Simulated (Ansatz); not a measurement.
`C[N](C)[In]([OH])[O][SiH3]`, 17 atoms. Charge 0, multiplicity 1. Correlated methods include outer-core shells of In, which these sets cover unevenly. In takes the def2 core potential. Hardware: A = 2 threads of an AMD EPYC 7R13 on a shared host and a share of an NVIDIA H100 80 GB; B = 2 threads of an AMD EPYC 7R13 on a shared host. Correlated methods freeze the cores. Open-shell runs search over several starts.

**Question.** How many basis functions does each run have, and how long does it take in Ansatz? RKS ωB97X-V/def2-TZVPP energy [A]; UKS PBE-D4/def2-TZVPP energy of the cation [A]; RKS PBE0-D4/def2-QZVPP energy [A]; UKS B3LYP-D4/def2-TZVPP energy of the cation [A]; RKS ωB97M-V/def2-SVP energy [B]; RKS PBE0-D4/def2-SVP energy [B]; UKS B2PLYP (frozen core)/def2-TZVPP energy of the cation [A]; UKS ωB97M-V/def2-TZVPP energy of the cation [A]; RKS PBE-QIDH (frozen core)/def2-TZVPP energy [A]; RHF-MP2/def2-QZVPP energy [A]; UHF-MP2/def2-QZVPP energy of the cation [A]; RHF-CCSD(T)/def2-TZVPP energy [A]. (Best estimate.)

**Answer.** Computed: Other jobs shared the machine, so times are rough.

| level | job | functions | wall time | peak host memory (GiB) |
| --- | --- | --- | --- | --- |
| RKS PBE0-D4/def2-QZVPP | energy [A] | 737 | 3.9 s | 1.3 |
| RKS PBE0-D4/def2-SVP | energy [B] | 164 | 4.4 s | 0.69 |
| RKS PBE-QIDH (frozen core)/def2-TZVPP | energy [A] | 387 | 5.5 s | 1.8 |
| RHF-MP2/def2-QZVPP | energy [A] | 737 | 6.5 s | 1.4 |
| RKS ωB97X-V/def2-TZVPP | energy [A] | 387 | 7 s | 1 |
| UKS B3LYP-D4/def2-TZVPP | energy of the cation [A] | 387 | 7 s | 1 |
| UKS ωB97M-V/def2-TZVPP | energy of the cation [A] | 387 | 8 s | 1.3 |
| UKS PBE-D4/def2-TZVPP | energy of the cation [A] | 387 | 9.6 s | 1 |
| UHF-MP2/def2-QZVPP | energy of the cation [A] | 737 | 11 s | 1.5 |
| UKS B2PLYP (frozen core)/def2-TZVPP | energy of the cation [A] | 387 | 12 s | 2 |
| RKS ωB97M-V/def2-SVP | energy [B] | 164 | 15 s | 0.82 |
| RHF-CCSD(T)/def2-TZVPP | energy [A] | 387 | 23 s | 1.7 |

B3LYP here is the variant with VWN-RPA as its local correlation; programs differ in this.
